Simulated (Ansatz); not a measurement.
CH₇Cl₂NSi₂, SMILES N([SiH3])[Si](C)(Cl)Cl.

Geometry: PBE0-D3(BJ)/def2-SVP. Other conformers were not sampled.

Two levels are set side by side: PBE/def2-SVPD (Ansatz, a quantum-chemistry and plane-wave program) and PBE0/def2-SVPD (Ansatz). Energy differences of separate SCF runs at the same geometry; the states with an electron removed or added have multiplicity 2 and 2. Differences are taken from unrounded values.

| quantity | PBE0 | PBE | PBE minus PBE0 |
|---|---|---|---|
| vertical ionisation energy (eV) | 9.84 | 9.43 | -0.41 |
| vertical singlet–triplet gap (eV) | 6.20 | 5.76 | -0.43 |
